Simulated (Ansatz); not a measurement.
`N=CB(F)S` + H₂S → `FB(S)S` + `C=N`  (ligand exchange at a B–C bond)

Program: Ansatz. Geometries: PBE0-D4/def2-TZVP. ΔE: electronic, gas phase. CCSD(T)/CBS is the MP2 limit (def2-TZVPP, def2-QZVPP) plus CCSD(T) − MP2 in def2-TZVPP, frozen cores. This one scheme is used for every species. DFT in def2-TZVPP. HSE06 is defined as in plane-wave codes. Each species was taken in one conformer, which may not be the lowest.

Problem. Is it downhill or uphill in electronic energy at CCSD(T)/CBS, and by how much? (Estimate.)

Solution. Computed: Downhill: ΔE = -0.56 eV.

Problem. What do these levels give: BLYP-D4, BLYP, r2SCAN, HSE06, MP2/def2-SVP, CCSD/def2-SVP? (Estimate.)

Solution. Ansatz gave: BLYP-D4 -0.54, BLYP -0.55, r2SCAN -0.59, HSE06 -0.59, MP2/def2-SVP -0.63, CCSD/def2-SVP -0.59 eV.

Largest T1 diagnostic among the species: 0.014.

Leaving LDA and LC-ωPBE aside and taking each functional with its dispersion term where it has one, the values, not all of them listed here, spread over 0.06 eV, from PBE-QIDH to CAM-B3LYP-D4. LDA lies +0.04 eV from PBE without D4.
